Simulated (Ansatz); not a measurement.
Two members of one family (Ge19H28 nanocrystal and its variants), computed with Ansatz in the gas phase. HOMO and LUMO are taken over both spins. Binding counts from free atoms in the multiplicity of their measured ground term, without zero-point energy. Sets without diffuse functions give affinities that are too small. The spins of the ions were chosen, not always searched. A dash marks a value that wasn't run or was left out as unsound. The structures are stationary points that may keep the symmetry of their start. Remarks come from the PBE and PBE0 runs and from stability tests at other levels; not every state was tested. A HOMO above zero means that the electron is unbound at that level and held by the basis, or that self-interaction error raises the level; the energy of removing that electron tells which. HOMO above LUMO (over both spins in singlets and doublets, within one spin in higher multiplets; at PBE or PBE0), or a gap under 0.15 eV within one spin, warns that the state may not be the lowest or that an electron is smeared out.

First: Ge19H28, rod (singlet, charge 0, PBE-D4/def2-SVP geometry).

```xyz
47

Ge   -2.473    0.951    2.968
Ge    3.048    0.353    2.531
Ge   -3.008   -2.439    0.901
Ge    2.513   -3.054    0.451
Ge   -5.542    0.610    0.440
Ge   -2.513    3.050   -0.467
Ge   -3.056   -0.337   -2.533
Ge    0.001    0.002   -0.001
Ge    3.019    2.442   -0.886
Ge    2.472   -0.964   -2.965
Ge    5.542   -0.613   -0.437
Ge   -4.133   -0.590    2.042
Ge    1.405   -1.204    1.603
Ge   -1.116    1.854    1.145
Ge    4.425    1.238    0.714
Ge   -1.656   -1.543   -0.930
Ge    3.887   -2.159   -1.365
Ge   -4.177    1.509   -1.384
Ge    1.372    0.897   -1.824
H    -1.554    0.199    3.977
H    -3.189    2.103    3.734
H     3.948   -0.368    3.579
H     2.308    1.518    3.252
H    -2.090   -3.201    1.901
H    -4.064   -3.445    0.353
H     3.406   -3.855    1.445
H     1.440   -4.026   -0.123
H    -6.288    1.772    1.162
H    -6.618   -0.358   -0.140
H    -3.226    4.254    0.220
H    -1.620    3.611   -1.614
H    -4.116   -1.296   -3.154
H    -2.169    0.214   -3.688
H     2.282    3.615   -0.171
H     3.902    3.047   -2.018
H     1.395   -1.928   -3.545
H     3.338   -0.440   -4.150
H     6.469   -1.371    0.560
H     6.436   -0.051   -1.583
H    -5.024   -1.151    3.193
H     0.489   -1.754    2.741
H    -0.024    2.811    1.716
H     5.500    2.206    1.297
H    -0.899   -2.702   -1.650
H     4.622   -3.329   -2.089
H    -5.096    2.270   -2.390
H     0.435    1.653   -2.817
```

```json
{"level": "PBE-D4/def2-SVP", "HOMO (eV)": "-6.11", "LUMO (eV)": "-1.74", "gap (eV)": "4.37", "vertical IE (eV)": "–", "vertical EA (eV)": "–", "binding per atom (eV)": "2.88"}
{"level": "PBE-D4/def2-TZVP", "HOMO (eV)": "-6.15", "LUMO (eV)": "-1.85", "gap (eV)": "4.30", "vertical IE (eV)": "7.69", "vertical EA (eV)": "0.59", "binding per atom (eV)": "2.88"}
{"level": "r2SCAN-D4/def2-TZVP", "HOMO (eV)": "-6.39", "LUMO (eV)": "-1.70", "gap (eV)": "4.69", "vertical IE (eV)": "–", "vertical EA (eV)": "–", "binding per atom (eV)": "2.92"}
{"level": "PBE0-D4/def2-SVP", "HOMO (eV)": "-7.06", "LUMO (eV)": "-1.06", "gap (eV)": "6.00", "vertical IE (eV)": "–", "vertical EA (eV)": "–", "binding per atom (eV)": "2.88"}
{"level": "PBE0-D4/def2-TZVP", "HOMO (eV)": "-7.05", "LUMO (eV)": "-1.15", "gap (eV)": "5.90", "vertical IE (eV)": "8.07", "vertical EA (eV)": "0.33", "binding per atom (eV)": "2.88"}
```

Remarks: gap within one spin near zero at PBE or PBE0 (+1 doublet), HOMO above zero (-1 doublet).

Second: GaGe18H28, rod, Ga on an inner site (doublet, charge 0, PBE-D4/def2-SVP geometry; oxidised ion singlet, reduced ion singlet).

```xyz
47

Ge   -1.444   -3.858   -1.470
Ge   -3.084    0.613    3.048
Ge    2.100   -3.039    0.185
Ge    0.796    0.509    3.856
Ge    1.790   -3.547   -3.790
Ge   -1.001   -0.672   -3.802
Ge    2.820   -0.042   -2.422
Ga   -0.529   -0.373    0.173
Ge   -2.281    2.931   -0.114
Ge    1.619    3.229    0.877
Ge   -1.091    4.031    3.562
Ge    0.963   -4.271   -1.601
Ge   -0.989   -0.565    2.565
Ge   -1.806   -1.437   -1.619
Ge   -2.849    2.920    2.269
Ge    1.976   -0.593   -0.193
Ge    1.038    2.865    3.226
Ge    1.388   -1.147   -4.072
Ge   -0.007    2.024   -0.498
H    -1.984   -4.395   -0.111
H    -2.160   -4.636   -2.615
H    -3.426    0.620    4.569
H    -4.264   -0.069    2.292
H     1.442   -3.337    1.564
H     3.609   -3.437    0.274
H     0.489    0.466    5.385
H     2.149   -0.229    3.630
H     1.053   -4.358   -4.896
H     3.314   -3.844   -3.912
H    -1.752   -1.393   -4.963
H    -1.246    0.857   -3.967
H     4.270   -0.598   -2.563
H     2.884    1.500   -2.614
H    -3.282    2.054   -0.925
H    -2.325    4.379   -0.697
H     3.066    2.775    0.534
H     1.511    4.752    0.562
H    -1.490    4.017    5.067
H    -0.955    5.517    3.116
H     1.272   -5.788   -1.396
H    -1.138   -2.040    3.056
H    -3.343   -1.170   -1.531
H    -4.194    3.696    2.432
H     2.792    0.125    0.930
H     2.127    3.540    4.120
H     1.850   -0.721   -5.500
H     0.324    2.139   -2.021
```

Q: Estimate the same table for the second.

A: 
| level | HOMO (eV) | LUMO (eV) | gap (eV) | vertical IE (eV) | vertical EA (eV) | binding per atom (eV) |
| --- | --- | --- | --- | --- | --- | --- |
| PBE-D4/def2-SVP | -5.17 | -4.75 | 0.42 | – | – | 2.83 |
| PBE-D4/def2-TZVP | -5.21 | -4.78 | 0.43 | 6.87 | 3.25 | 2.83 |
| r2SCAN-D4/def2-TZVP | -5.50 | -4.74 | 0.77 | – | – | 2.87 |
| PBE0-D4/def2-SVP | -6.09 | -4.25 | 1.84 | – | – | 2.83 |
| PBE0-D4/def2-TZVP | -6.09 | -4.24 | 1.85 | 7.13 | 3.34 | 2.83 |
